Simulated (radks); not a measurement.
Results of a calculation; reference values are marked as such.
Spherical quantum dot in the effective-mass picture: electrons in a hard-walled sphere of radius 5.3, with a point charge +2 (a donor) at the centre, all in effective atomic units (hartree* = m*/eps^2 hartree, bohr* = eps/m* bohr), one dielectric constant everywhere. Level of theory: non-relativistic Kohn-Sham, r2SCAN, spin-polarised, spherical densities, generalised Kohn-Sham scheme (a radial shooting solver with Libxc functionals). Levels are named by radial order and angular momentum (1s, 1p, 1d, 2s, ...), and open shells are averaged over m. Each electron was tried in the lowest free levels, single moves between levels near the top were tried too, and the lowest total energy was kept; such a search can miss a lower state. Give the order in which the levels fill up to N = 36, the shell closures and the spin along the way.

Answer. Shells are first occupied in the order 1s, 2s, 1p, 1d, 1f, 1g. Open shells at each N (closed shells left out): 1: 1s(up 1, down 0); 2: none; 3: 2s(up 1, down 0); 4: 1p(up 1, down 0) 2s(up 1, down 0); 5: 1p(up 2, down 0) 2s(up 1, down 0); 6: 1p(up 3, down 0) 2s(up 1, down 0); 7: 1p(up 3, down 0); 8: 1p(up 3, down 1); 9: 1p(up 3, down 2); 10: none; 11: 1d(up 1, down 0); 12: 1d(up 2, down 0); 13: 1d(up 3, down 0); 14: 1d(up 4, down 0); 15: 1d(up 5, down 0); 16: 1d(up 5, down 1); 17: 1d(up 5, down 2); 18: 1d(up 5, down 3); 19: 1d(up 5, down 4); 20: none; 21: 1f(up 1, down 0); 22: 1f(up 2, down 0); 23: 1f(up 3, down 0); 24: 1f(up 4, down 0); 25: 1f(up 5, down 0); 26: 1f(up 6, down 0); 27: 1f(up 7, down 0); 28: 1f(up 7, down 1); 29: 1f(up 7, down 2); 30: 1f(up 7, down 3); 31: 1f(up 7, down 4); 32: 1f(up 7, down 5); 33: 1f(up 7, down 6); 34: none; 35: 1g(up 1, down 0); 36: 1g(up 2, down 0). All shells are closed at N = 2, 10, 20, 34 (there: 1s2 1p6 1d10 2s2 1f14). Largest 2S: 7, at N = 27.
